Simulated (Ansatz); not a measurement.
Computed with Ansatz on PBE0-D4/def2-TZVP structures; ΔE is electronic, products minus reactants. CCSD(T)/CBS is the MP2 limit (def2-TZVPP, def2-QZVPP) plus CCSD(T) − MP2 in def2-TZVPP, frozen cores. This one scheme is used for every species. Functionals use def2-TZVPP. B3LYP here is the variant with VWN-RPA as its local correlation; programs differ in this. HSE06 is defined as in plane-wave codes. def2 core potentials past Kr. For Br, Sn outer-core shells are correlated without core-valence functions, which leaves a few kJ/mol of doubt a bond. Scalar relativity is left out up to krypton.

Reaction (ligand exchange at the Sn–Br bond): `[F][Sn][Br]` + HCl → `[F][Sn][Cl]` + HBr

```tsv
level	ΔE (kJ/mol)	difference from CCSD(T)/CBS
LDA (SPW92)	11.8	-1.8
r2SCAN0-D4	13.5	-0.1
HSE06-D4	13.9	0.3
CAM-B3LYP-D4	10.1	-3.5
ωB97X-V	10.3	-3.3
ωB97M-V	10.8	-2.8
B2PLYP	11.8	-1.8
PBE-QIDH	13.6	0.0
r2SCAN	12.1	-1.5
PBE0	13.3	-0.3
B3LYP	11.5	-2.1
r2SCANh	12.6	-1.0
r2SCAN0	13.4	-0.2
CCSD/def2-SVP	12.6	-1.0
SCS-MP2/def2-TZVPP	11.4	-2.2
CCSD/CBS(def2)	13.7	0.1
CCSD(T)/CBS	13.6	0
```

Largest T1 diagnostic among the species: 0.016.

Leaving LDA and LC-ωPBE aside and taking each functional with its dispersion term where it has one, the values, not all of them listed here, spread over 6.6 kJ/mol, from B97M-V to BHLYP-D4.
